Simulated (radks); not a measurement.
Task: The mean radii <r> (bohr) of the occupied orbitals of an atom or ion are listed with their occupations. Calculated with a radial shooting solver on a logarithmic mesh with Libxc functionals: scalar-relativistic Kohn-Sham, PBEsol, spin-unpolarised, spherical densities, finite nucleus; Fermi nuclear charge, rms radius of each element as measured or else 0.836 A^(1/3) + 0.57 fm.

| orbital | occ. | <r> |
|---|---|---|
| 1s | 2 | 0.1997 |
| 2s | 2 | 1.030 |
| 2p | 2 | 1.002 |

Name the element and its charge.

Result: Z = 8, oxygen, charge +2: O2+ in [He] 2s2 2p2. The 1s radius gives Z: for a bare nucleus <r> = (2 gamma + 1)/(2Z) with gamma = sqrt(1 - (Z/c)^2), 0.1873 bohr for Z = 8, and screening makes it slightly larger (0.1997 here). The occupations add up to 6, and the charge is Z minus that.
